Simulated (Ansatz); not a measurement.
## Relative stability

The two ends of one reaction step of GeH5BrO2, singlet (PBE0-D4/def2-TZVP).

A:

Ge1  (-0.982, -1.216, 0.015)
Br2  (1.280, -1.605, 0.422)
H3  (-1.602, -2.615, -0.088)
H4  (-1.528, -0.448, 1.218)
H5  (-1.073, -0.448, -1.300)
H6  (1.694, 0.699, -0.469)
O7  (1.444, 1.614, -0.679)
O8  (0.238, 1.744, 0.065)
H9  (0.528, 2.276, 0.816)
(Å)

B:

```tsv
atom	x (Å)	y (Å)	z (Å)
Ge1	-1.1884	-0.4037	-0.3733
Br2	2.6323	-1.4229	1.2904
H3	-0.9102	-1.7628	-1.0196
H4	-1.6860	-0.5004	1.0699
H5	-2.0606	0.5143	-1.2362
H6	1.7121	-0.5674	0.5626
O7	0.4788	0.3427	-0.3335
O8	0.3133	1.5989	0.3413
H9	0.7087	2.2011	-0.3016
```

Program: Ansatz 0.2.0. Basis: def2-TZVPP. Cores are frozen in the correlated methods. Filled d shells of the heavier atoms are correlated. The def2 sets are not built for correlating such inner shells, so the correlated values are less sure here. B3LYP uses VWN-RPA correlation.

Which structure is lower at CCSD(T), and by how much? (An estimate is asked for; the value comes from the calculation.)

The calculation gives: A, by 0.562 eV (electronic energy, against the other). By their contacts, A is a complex of GeH₃Br ([GeH3][Br]) + H₂O₂ ([OH][OH]) and B is a complex of GeH₄O₂ ([OH][O][GeH3]) + HBr.

All methods give the same order:

| method | E(B) − E(A) (eV) |
| --- | --- |
| SPW92 | 0.489 |
| PBE-D4 | 0.558 |
| BLYP-D4 | 0.481 |
| r2SCAN-D4 | 0.555 |
| B97M-V | 0.543 |
| PBE0-D4 | 0.648 |
| B3LYP-D4 | 0.561 |
| r2SCAN0-D4 | 0.641 |
| BHLYP-D4 | 0.650 |
| CAM-B3LYP-D4 | 0.533 |
| wB97X-V | 0.600 |
| wB97M-V | 0.631 |
| B2PLYP | 0.536 |
| PBE-QIDH | 0.636 |
| RPA on PBE | 0.532 |
| HF | 0.715 |
| MP2 | 0.556 |
| CCSD | 0.595 |
| CCSD(T) | 0.562 |

No T1 diagnostic of these runs exceeds 0.011.

Labels in which every atom is bracketed show which atoms are joined, not bond orders.

For scale, one of the runs: CCSD(T)/def2-TZVPP, 228 basis functions (an equivalent command: `ansatz run in.yaml --threads 8`). Time: 2.3 min of wall clock on 8 CPU threads; the host was shared. Peak host memory: 4.2 GiB.
